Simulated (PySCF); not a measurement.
# Ionisation energy of Se by level of theory

Se [Ar] 3d10 4s2 4p4 (3P) → Se⁺ [Ar] 3d10 4s2 4p3 (4S), as a difference of total energies. All numbers are calculated (PySCF 2.14, the non-relativistic Hamiltonian (point nucleus), in def2-QZVPPD (12s8p5d4f1g, 98 functions)). Correlated levels: valence: [Ar] 3d10 frozen; valence and next inner shell: [Ne] frozen. The calculations carry no spin-orbit coupling.

```csv
method,ionisation energy (eV)
UHF,8.587
LDA,9.925
PBE,9.681
PBE0,9.668
r2SCAN,9.719
M06-L,9.459
CAM-B3LYP,9.855
HSE06,9.716
BLYP,9.706
MP2 (valence),9.363
SCS-MP2 (valence and next inner shell),9.487
```

Estimate what MP2 (valence and next inner shell) gives.

9.425 eV, closest to M06-L among the rows shown.

Estimate what SCS-MP2 (valence) gives.

9.448 eV, closest to M06-L among the rows shown.

These non-relativistic numbers lack the scalar-relativistic shift.

Errors of the correlated levels include the incompleteness of this basis and the frozen core.

For comparison: 9.635 eV (measured; NIST levels, between the centres of gravity of the two terms).
